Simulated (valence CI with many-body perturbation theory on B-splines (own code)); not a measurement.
## Level structure of Xe47+

Level of theory: configuration interaction combined with many-body perturbation theory (CI+MBPT): five valence electrons over a frozen Dirac-Fock core [He], a basis of 9 s, 9 p, 8 d, 6 f, 3 g, 1 h functions for each j, with the one-electron correlation potential Σ1, the two-electron term Σ2, the three-electron term Σ3, Breit, model QED; selected CI, second order for the rest (own B-spline code, finite nucleus).

No measured spectrum was set against this ion. As an estimate, large intervals hold to a few tenths of a per cent, small ones and those within an open d or f shell to about a per cent. Among the levels kept, up to 1800 cm⁻¹ of a level comes from second order outside the variational space, and about a tenth of that is noise between levels of different J, which matters for small intervals.

Levels 46 to 77 of 77, with energies above the lowest level, (2s^2 2p1/2^2 2p3/2) J=3/2. "Leading %" is the weight of the configuration and term that name the level; weights of strongly mixed levels are sums over their largest components and can fall short. In the jj column 3d3/2^4 stands for four electrons in 3d with j = 3/2. Lifetimes count E1, E2, E3, M1 and M2 decay at the calculated energies, and are blank where another channel may lead or the interval is too uncertain; long ones can be off by a factor of two.

```
No.  Configuration  Term    J  E (eV)  Leading %  Lifetime   Second component                      Leading jj
 46       2s²2p²3d    ⁴D  7/2  5166.8         48   85.4 fs   32 % 2s²2p²3d ⁴F   2s^2 2p1/2 2p3/2 3d5/2 (97 %)
 47       2s²2p²3d    ²D  3/2  5172.3         37   3.79 fs   24 % 2s²2p²3d ⁴D   2s^2 2p1/2 2p3/2 3d3/2 (64 %)
 48       2s²2p²3d    ⁴P  5/2  5172.3         22   9.66 fs   13 % 2s²2p²3d ²F   2s 2p1/2^2 2p3/2 3p1/2 (38 %)
 49       2s²2p²3d    ⁴P  1/2  5177.4         36   1.74 fs   31 % 2s²2p²3d ²P   2s^2 2p1/2 2p3/2 3d3/2 (96 %)
 50       2s²2p²3d    ⁴P  3/2  5181.7         40   2.50 fs   35 % 2s²2p²3d ²P   2s^2 2p1/2 2p3/2 3d5/2 (78 %)
 51       2s²2p²3d    ²G  9/2  5183.4         61   43.7 ps   38 % 2s²2p²3d ⁴F  2s^2 2p1/2 2p3/2 3d5/2 (100 %)
 52       2s²2p²3d    ²F  5/2  5184.1         36   2.52 fs   31 % 2s²2p²3d ⁴D   2s^2 2p1/2 2p3/2 3d5/2 (76 %)
 53       2s²2p²3d    ²D  5/2  5196.1         61   1.71 fs   20 % 2s²2p²3d ⁴P   2s^2 2p1/2 2p3/2 3d5/2 (92 %)
 54       2s²2p²3d    ²F  7/2  5202.3         65   1.69 fs   18 % 2s²2p²3d ²G   2s^2 2p1/2 2p3/2 3d5/2 (94 %)
 55       2s²2p²3d    ²D  3/2  5204.7         59   2.49 fs   28 % 2s²2p²3d ²P   2s^2 2p1/2 2p3/2 3d5/2 (98 %)
 56       2s²2p²3d    ²P  1/2  5208.3         62   2.24 fs   32 % 2s²2p²3d ²S   2s^2 2p1/2 2p3/2 3d5/2 (98 %)
 57        2s2p³3p    ²P  1/2  5224.5         33   32.7 fs    21 % 2s2p³3p ⁴D   2s 2p1/2^2 2p3/2 3p1/2 (94 %)
 58        2s2p³3p    ²D  3/2  5225.7         32   32.4 fs    25 % 2s2p³3p ⁴F   2s 2p1/2^2 2p3/2 3p1/2 (96 %)
 59        2s2p³3p    ⁴D  7/2  5259.8         45    574 fs    35 % 2s2p³3p ⁶P   2s 2p1/2^2 2p3/2 3p3/2 (96 %)
 60       2s²2p²3s    ⁴P  5/2  5263.0         60   72.0 fs   37 % 2s²2p²3s ²D          2s^2 2p3/2^2 3s (97 %)
 61        2s2p³3p    ⁴P  3/2  5265.8         21   11.5 fs    19 % 2s2p³3p ²P   2s 2p1/2^2 2p3/2 3p3/2 (79 %)
 62       2s²2p²3s    ²P  3/2  5270.6         44   13.3 fs   28 % 2s²2p²3s ²D          2s^2 2p3/2^2 3s (80 %)
 63        2s2p³3p    ⁴P  5/2  5278.8         37   11.7 fs    21 % 2s2p³3p ²D   2s 2p1/2^2 2p3/2 3p3/2 (95 %)
 64        2s2p³3p    ²P  1/2  5282.4         36   6.28 fs    31 % 2s2p³3p ⁴P   2s 2p1/2^2 2p3/2 3p3/2 (96 %)
 65       2s²2p²3s    ²S  1/2  5306.1         69   26.2 fs   18 % 2s²2p²3s ⁴P          2s^2 2p3/2^2 3s (97 %)
 66        2s2p³3p    ²D  5/2  5326.1         28   15.5 fs    17 % 2s2p³3p ⁴P   2s 2p1/2^2 2p3/2 3p3/2 (98 %)
 67        2s2p³3d   ⁴D°  5/2  5329.3         30   27.4 fs   25 % 2s2p³3d ⁶D°   2s 2p1/2^2 2p3/2 3d3/2 (96 %)
 68        2s2p³3d   ⁶D°  3/2  5332.3         32   13.5 fs   19 % 2s2p³3d ⁴P°   2s 2p1/2^2 2p3/2 3d3/2 (96 %)
 69        2s2p³3d   ⁶D°  7/2  5333.8         25    470 fs   23 % 2s2p³3d ⁴F°   2s 2p1/2^2 2p3/2 3d3/2 (84 %)
 70        2s2p³3d   ⁴P°  1/2  5334.1         43   39.4 fs   35 % 2s2p³3d ⁶D°   2s 2p1/2^2 2p3/2 3d3/2 (97 %)
 71        2s2p³3p    ²P  3/2  5336.4         29   17.1 fs    17 % 2s2p³3p ⁴D   2s 2p1/2^2 2p3/2 3p3/2 (97 %)
 72       2s²2p²3p   ²P°  3/2  5340.2         25    572 fs  24 % 2s²2p²3p ⁴P°       2s^2 2p3/2^2 3p1/2 (96 %)
 73        2s2p³3p    ⁴P  1/2  5340.3         44    211 fs    15 % 2s2p³3p ²S   2s 2p1/2^2 2p3/2 3p3/2 (97 %)
 74       2s²2p²3p   ²D°  5/2  5343.5         41    947 fs  25 % 2s²2p²3p ²F°       2s^2 2p3/2^2 3p1/2 (97 %)
 75        2s2p³3d   ⁴F°  9/2  5352.8         46   32.8 ps   35 % 2s2p³3d ⁶D°   2s 2p1/2^2 2p3/2 3d5/2 (98 %)
 76        2s2p³3d   ⁴D°  5/2  5370.1         33   3.53 fs   20 % 2s2p³3d ²D°   2s 2p1/2^2 2p3/2 3d5/2 (96 %)
 77        2s2p³3d   ⁴D°  3/2  5371.8         28   7.94 fs   14 % 2s2p³3d ²D°   2s 2p1/2^2 2p3/2 3d5/2 (72 %)
```
